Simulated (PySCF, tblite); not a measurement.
Isomers of C6H12FOP, one GFN2-xTB conformer each. Single-point energies are computed at PBE0/pcSseg-1 (PySCF, gas phase, no added dispersion term), electronic only.

**Question.** Rank them by PBE0/pcSseg-1 energy, lowest first (kJ/mol).
A. `[CH3:1][O:2][CH2:3]/[P:4]=[C:5](\[F:6])[CH:7]([CH3:8])[CH3:9]` with C1–O2–C3–P4 -69°, O2–C3–P4–C5 -178°, P4–C5–C7–C8 121°
B. `[CH3:1][O:2][CH2:3][CH2:4][P:5]1[CH2:6][CH:7]([F:8])[CH2:9]1` with C1–O2–C3–C4 173°, O2–C3–C4–P5 -33°, C3–C4–P5–C6 175°, C4–P5–C6–C7 -85°, P5–C6–C7–F8 -136°, C6–C7–C9–P5 16°, C4–P5–C9–C7 82°
C. `[CH3:1][C@@H:2]1[CH2:3][C@H:4]([F:5])[C@H:6]([CH3:7])[P@H:8]1=[O:9]` with C1–C2–C3–C4 -97°, C2–C3–C4–F5 71°, C3–C4–C6–C7 168°, C4–C6–P8–O9 -152°

**Answer.** C (0.0), B (173.9), A (203.0).

As drawn, the lowest has a P=O bond, which the highest lacks. GFN2-xTB itself gives, in the same order: 0.0, 237.7, 291.3. Both levels put the same isomer lowest; measured from each level's own lowest isomer, the values differ by up to 88.3 kJ/mol (COC/P=C(\F)C(C)C: 291.3 against 203.0).

**Question.** Which frontier levels, dipoles and rotational constants go with these structures?

**Answer.** 
```
                           SMILES  HOMO (eV, PBE0/pcSseg-1)  LUMO (eV)  dipole (D)       A, B, C (MHz)
C[C@@H]1C[C@H](F)[C@H](C)[P@H]1=O                     -7.42       0.81        3.58   1603, 1537, 972.8
                    COCCP1CC(F)C1                     -6.35       1.05        3.67  3078, 719.6, 660.7
                 COC/P=C(\F)C(C)C                     -6.88      -1.27        1.82  3336, 600.6, 589.6
```

**Question.** What happens when harmonic zero-point energies from GFN2-xTB frequencies are added?

**Answer.** 
```tsv
SMILES	ZPE (kJ/mol)	electronic (kJ/mol)	with ZPE (kJ/mol)
C[C@@H]1C[C@H](F)[C@H](C)[P@H]1=O	450.1	0.0	0.0
COCCP1CC(F)C1	447.6	173.9	171.4
COC/P=C(\F)C(C)C	446.0	203.0	199.0
```

The zero-point energies span 4.1 kJ/mol. The order is unchanged.
